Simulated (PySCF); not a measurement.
**Radial density of Dy³⁹⁺ (dysprosium, charge +39)**

TPSS, [Ar] 3d9, 2D determinant. Calculation: PySCF 2.14, in an even-tempered Gaussian basis (18 s from 6.9 bohr⁻², ratio 2.5; 13 p from 9 bohr⁻², ratio 2.5; 8 d from 9 bohr⁻², ratio 2.5; 4 f from 40 bohr⁻², ratio 2.7; 3 g from 60 bohr⁻², ratio 2.7); scalar relativity by spin-free X2C-1e.

| r (bohr) | 4πr²ρ (e/bohr) | 4πr²(ρα − ρβ) |
| --- | --- | --- |
| 0.0218 | 80.49 | 0.0069 |
| 0.0367 | 83.49 | 0.0899 |
| 0.0617 | 114.3 | 0.7220 |
| 0.104 | 85.64 | 3.1170 |
| 0.174 | 90.20 | 5.2826 |
| 0.293 | 43.25 | 2.0168 |
| 0.493 | 1.374 | 0.0662 |
| 0.830 | 0.001716 | 0.0001 |

Densities and radii are taken from the X2C orbitals without a picture-change correction, which distorts them close to the nucleus.

Spin-orbit coupling, absent here, splits the open shell strongly.
